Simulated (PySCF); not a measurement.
## Ions at one geometry of [La(HCN)]3+

PySCF 2.14.0, RKS PBE0, La def2-SVP with ECP46, N def2-SVP, C def2-SVP, H def2-SVP; non-relativistic Hamiltonian with scalar-relativistic core potentials where named; density fitting; no spin-orbit coupling; singlets restricted, open shells unrestricted. The geometry is relaxed for charge +3, singlet, vacuum:

```xyz
4

La    0.0000    0.0000   -0.3543
N     0.0000    0.0000    2.0231
C     0.0000    0.0000    3.1867
H     0.0000    0.0000    4.2986
```

Energies count from the relaxed state; an electron taken off or put on is at rest in vacuum. Charges and spins are Mulliken's.

```tsv
state	energy (eV)	spin squared	charge on La1 (e)	spin on La1 (e)	dipole about the centre of mass (D)
charge +3, singlet, vacuum	0.00	0.00	2.54	0.00	3.40
charge +4, doublet, vacuum	29.05	0.75	2.78	-0.01	12.76
```

Problem. What does the state charge +2, doublet, vacuum give?

Solution. energy (eV) -16.73, spin squared 0.75, charge on La1 (e) 1.68, spin on La1 (e) 1.01, dipole about the centre of mass (D) 3.49.

With an electron taken off (doublet) the charges change, summed by element, by La +0.24 e, N +0.35 e, C +0.31 e, H +0.09 e. The vertical ionisation energy is 29.05 eV, against −ε(HOMO) = 26.21 eV of the relaxed state. The level lies 2.8 eV too high, as is usual for semilocal functionals and global hybrids, which keep a self-interaction error.

With an electron put on (doublet) the charges change, summed by element, by La -0.86 e, N +0.02 e, C -0.12 e, H -0.05 e. The vertical electron affinity is 16.73 eV, against −ε(LUMO) = 19.15 eV of the relaxed state.

Open shells may have lower solutions than those found.
